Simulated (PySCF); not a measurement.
Cl₂Pb, charge +1, doublet, at a GFN2-xTB geometry (such geometries of metal compounds can be far from the true shape) (a state made from the parent by changing its charge; the spin is typed, not shown lowest) (core potentials on Pb); PBE0/def2-SV(P) run with PySCF.

The PySCF input:
```python
from pyscf import gto, scf, dft

mol = gto.M(
    atom='''
Pb    0.01015581   -0.01565948    0.63472292
Cl    0.88949124    1.05107845   -1.52042667
Cl   -0.93847809   -0.97554448   -1.54117802
''',
    basis='def2-sv(p)',
    ecp={'Pb': 'def2-sv(p)'},
    charge=1,
    spin=1,
    verbose=4,
)

mf = dft.ROKS(mol)
mf.xc = 'pbe0'
mf.kernel()
```

It wrote (shortened):

```
PySCF version 2.14.0

[INPUT] verbose = 4
[INPUT] num. atoms = 3
[INPUT] num. electrons = 55
[INPUT] charge = 1
[INPUT] spin (= nelec alpha-beta = 2S) = 1
[INPUT] symmetry False subgroup None
[INPUT] Mole.unit = angstrom
[INPUT] Symbol           X                Y                Z      unit          X                Y                Z       unit  Magmom
[INPUT]  1 Pb     0.010155810000  -0.015659480000   0.634722920000 AA    0.019191699473  -0.029592128453   1.199452483784 Bohr   0.0
[INPUT]  2 Cl     0.889491240000   1.051078450000  -1.520426670000 AA    1.680894833800   1.986250405932  -2.873189998784 Bohr   0.0
[INPUT]  3 Cl    -0.938478090000  -0.975544480000  -1.541178020000 AA   -1.773466564005  -1.843511889531  -2.912404366999 Bohr   0.0

nuclear repulsion = 210.62606380593
number of shells = 26
number of NR pGTOs = 133
number of NR cGTOs = 62
basis = def2-sv(p)
ecp = {'Pb': 'def2-sv(p)'}

******** <class 'pyscf.dft.roks.ROKS'> ********
method = ROKS
initial guess = minao
damping factor = 0
level_shift factor = 0
DIIS = <class 'pyscf.scf.diis.CDIIS'>
diis_start_cycle = 1
diis_space = 8
diis_damp = 0
SCF conv_tol = 1e-09
SCF conv_tol_grad = None
SCF max_cycles = 50
direct_scf = True
direct_scf_tol = 1e-13
num. doubly occ = 27  num. singly occ = 1
XC library pyscf.dft.libxc version 7.1.2
    S. Lehtola, C. Steigemann, M. J. T. Oliveira, and M. A. L. Marques,  SoftwareX 7, 1–5 (2018)
XC functionals = pbe0
    C. Adamo and V. Barone,  J. Chem. Phys. 110, 6158 (1999)
    M. Ernzerhof and G. E. Scuseria,  J. Chem. Phys. 110, 5029 (1999)
radial grids:
    Treutler-Ahlrichs [JCP 102, 346 (1995); DOI:10.1063/1.469408] (M4) radial grids

becke partition: Becke, JCP 88, 2547 (1988); DOI:10.1063/1.454033
pruning grids: <function nwchem_prune>
grids dens level: 3
symmetrized grids: False
atomic radii adjust function: <function treutler_atomic_radii_adjust>
small_rho_cutoff = 0
Set gradient conv threshold to 3.16228e-05
tot grids = 60992
init E= -1088.86468947835
  HOMO = -0.63712781157557  LUMO = -0.600991344936908  gap/eV = 0.98332
cycle= 1 E= -1110.47024595683  delta_E= -21.6  |g|= 2.25  |ddm|= 9.45
  HOMO = -0.234425785657162  LUMO = -0.0727601348737491  gap/eV = 4.39915
cycle= 2 E= -1109.0395736196  delta_E= 1.43  |g|= 3.49  |ddm|= 5.22

WARN: HOMO -0.244976850732326 >= LUMO -0.511122549658242

cycle= 3 E= -1112.25609145359  delta_E= -3.22  |g|= 0.184  |ddm|= 3.16
  HOMO = -0.522991499910333  LUMO = -0.312545289050671  gap/eV = 5.72653
cycle= 4 E= -1112.35885054113  delta_E= -0.103  |g|= 0.413  |ddm|= 1.24
  HOMO = -0.488792288312332  LUMO = -0.313316229870392  gap/eV = 4.77495
cycle= 5 E= -1112.39868097951  delta_E= -0.0398  |g|= 0.275  |ddm|= 0.186
  HOMO = -0.456505593809027  LUMO = -0.320511351422275  gap/eV = 3.70059
cycle= 6 E= -1112.43290994852  delta_E= -0.0342  |g|= 0.0519  |ddm|= 0.324
  HOMO = -0.459097115964347  LUMO = -0.318110756009795  gap/eV = 3.83643
cycle= 7 E= -1112.43310074068  delta_E= -0.000191  |g|= 0.0468  |ddm|= 0.0228
  HOMO = -0.455184377891499  LUMO = -0.318600743646209  gap/eV = 3.71663
cycle= 8 E= -1112.43401131522  delta_E= -0.000911  |g|= 0.0136  |ddm|= 0.0422
  HOMO = -0.454306645194478  LUMO = -0.318788196066267  gap/eV = 3.68764
cycle= 9 E= -1112.43407372612  delta_E= -6.24e-05  |g|= 0.00716  |ddm|= 0.0123
  HOMO = -0.45368354037894  LUMO = -0.318948986108636  gap/eV = 3.66631
cycle= 10 E= -1112.43409679732  delta_E= -2.31e-05  |g|= 0.000175  |ddm|= 0.00849
  HOMO = -0.453711223306534  LUMO = -0.318949398481065  gap/eV = 3.66706
cycle= 11 E= -1112.43409680258  delta_E= -5.26e-09  |g|= 0.000131  |ddm|= 0.000343
  HOMO = -0.453696714909185  LUMO = -0.318953820483055  gap/eV = 3.66654
cycle= 12 E= -1112.43409681018  delta_E= -7.6e-09  |g|= 3.49e-06  |ddm|= 0.00015
  HOMO = -0.453696475859985  LUMO = -0.318953157106468  gap/eV = 3.66655
cycle= 13 E= -1112.43409681018  delta_E= -5.68e-12  |g|= 1e-06  |ddm|= 6.07e-06
  HOMO = -0.453696814735245  LUMO = -0.318953214318722  gap/eV = 3.66656
Extra cycle  E= -1112.43409681019  delta_E= -1.14e-12  |g|= 6.69e-07  |ddm|= 2.4e-06
converged SCF energy = -1112.43409681019
```
